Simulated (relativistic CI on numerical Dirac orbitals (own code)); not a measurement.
Mn5+: calculation against measurement

Method of calculation: Dirac-Coulomb-Breit CI, orbitals from a KLI potential per configuration, QED by a radiative potential, valence Slater integrals scaled by 0.85, P86 correlation estimate, and configurations built on the next ion tied to the tabulated ionisation energy (semi-empirical) (own radial code, finite nucleus).

Configuration list (outside the closed core [Ne]): 3s2 3p6 3d2, 3s2 3p6 3d 4s, 3s2 3p6 3d 4p, 3s2 3p6 3d 4d, 3s2 3p6 3d 5s, 3s2 3p6 3d 4f, 3s2 3p5 3d3, 3s2 3p4 3d4, 3s 3p6 3d3, 3s2 3p6 3d 5p, 3s2 3p6 4s2, 3s2 3p6 3d 5d, 3s2 3p6 3d 5f, 3s2 3p6 3d 5g, 3s2 3p6 4s 4p, 3s2 3p5 3d2 4s, 3p6 3d4, 3s2 3p6 4p2, 3s2 3p6 4s 4d, 3s2 3p5 3d2 4p, 3s2 3p6 4p 4d, 3s2 3p5 3d2 4d, 3s 3p5 3d4. Levels of other configurations are missing.

| Configuration | Term (tabulated) | J | Measured (cm⁻¹) | Computed | Error | Purity (%) |
| --- | --- | --- | --- | --- | --- | --- |
| 3s2 3p6 3d2 | 3F | 2 | 0.0 | 0 | 0 | 98 |
| 3s2 3p6 3d2 | 3F | 3 | 746.0 | 725 | -21 | 98 |
| 3s2 3p6 3d2 | 3F | 4 | 1669.0 | 1616 | -53 | 98 |
| 3s2 3p6 3d2 | 1D | 2 | 15336.0 | 14024 | -1312 | 93 |
| 3s2 3p6 3d2 | 3P | 0 | 17782.0 | 16453 | -1329 | 98 |
| 3s2 3p6 3d2 | 3P | 1 | 18057.0 | 16720 | -1337 | 98 |
| 3s2 3p6 3d2 | 3P | 2 | 18628.0 | 17269 | -1359 | 94 |
| 3s2 3p6 3d2 | 1G | 4 | 25511.0 | 24612 | -899 | 98 |
| 3s2 3p6 3d 4s | 3D | 1 | 250096.6 | 252943 | 2847 | 99 |
| 3s2 3p6 3d 4s | 3D | 2 | 250527.0 | 253364 | 2837 | 98 |
| 3s2 3p6 3d 4s | 3D | 3 | 251403.0 | 254214 | 2811 | 99 |
| 3s2 3p6 3d 4s | 1D | 2 | 255239.7 | 258036 | 2796 | 97 |
| 3s2 3p6 3d 4p | 1D° | 2 | 319821.2 | 323202 | 3380 | 90 |
| 3s2 3p6 3d 4p | 3D° | 1 | 321693.5 | 324606 | 2913 | 98 |
| 3s2 3p6 3d 4p | 3D° | 2 | 322409.6 | 325321 | 2912 | 94 |
| 3s2 3p6 3d 4p | 3D° | 3 | 323282.5 | 326172 | 2890 | 93 |
| 3s2 3p6 3d 4p | 3F° | 2 | 323796.1 | 326936 | 3140 | 90 |
| 3s2 3p6 3d 4p | 3F° | 3 | 324849.1 | 327939 | 3090 | 93 |
| 3s2 3p6 3d 4p | 3F° | 4 | 326372.6 | 329434 | 3061 | 99 |
| 3s2 3p6 3d 4p | 3P° | 1 | 329634.5 | 332679 | 3045 | 96 |
| 3s2 3p6 3d 4p | 3P° | 0 | 329729.3 | 332776 | 3047 | 99 |
| 3s2 3p6 3d 4p | 3P° | 2 | 329992.0 | 333041 | 3049 | 98 |
| 3s2 3p6 3d 4p | 1F° | 3 | 333054.5 | 335878 | 2823 | 99 |
| 3s2 3p6 3d 4p | 1P° | 1 | 336130.8 | 338685 | 2554 | 96 |
| 3s2 3p6 3d 4d | 1F | 3 | 429104.8 | 432818 | 3713 | 94 |
| 3s2 3p6 3d 4d | 3D | 2 | 431059.4 | 434511 | 3452 | 99 |
| 3s2 3p6 3d 4d | 3D | 3 | 431606.6 | 435053 | 3446 | 95 |
| 3s2 3p6 3d 4d | 3G | 3 | 432090.5 | 435667 | 3577 | 97 |
| 3s2 3p6 3d 4d | 1P | 1 | 432313.3 | 436038 | 3724 | 89 |
| 3s2 3p6 3d 4d | 3G | 4 | 432652.6 | 436219 | 3566 | 99 |
| 3s2 3p6 3d 4d | 3G | 5 | 433463.6 | 437011 | 3548 | 100 |
| 3s2 3p6 3d 4d | 3S | 1 | 436451.0 | 439736 | 3285 | 98 |
| 3s2 3p6 3d 4d | 3F | 2 | 439105.0 | 443421 | 4316 | 98 |
| 3s2 3p6 3d 4d | 3F | 3 | 439643.4 | 443950 | 4306 | 99 |
| 3s2 3p6 3d 4d | 3F | 4 | 440234.1 | 444529 | 4295 | 99 |
| 3s2 3p6 3d 4d | 1D | 2 | 444637.1 | 448440 | 3803 | 88 |
| 3s2 3p6 3d 4d | 3P | 1 | 445581.9 | 449505 | 3923 | 99 |
| 3s2 3p6 3d 4d | 3P | 2 | 446044.2 | 449931 | 3886 | 89 |
| 3s2 3p6 3d 4d | 1G | 4 | 447701.8 | 451626 | 3924 | 99 |

Measured levels from Corliss and Sugar, J. Phys. Chem. Ref. Data 6, 1253 (1977); pairs were made by configuration, J and term (by order where the table uses no LS term), so strongly mixed levels may be paired wrongly. Some J values or terms of the table were assigned by a fit.

Mean error by configuration (cm⁻¹): 3s2 3p6 3d2 -901; 3s2 3p6 3d 4s 2823; 3s2 3p6 3d 4p 2992; 3s2 3p6 3d 4d 3784. Over the excited levels the mean absolute error is 2902 cm⁻¹ (38 of the 38 excited levels that our extract of the source holds in range could be paired), and the median relative error of those above 1,000 cm⁻¹ is 0.92 %. Some levels of the ground configuration have no partner.
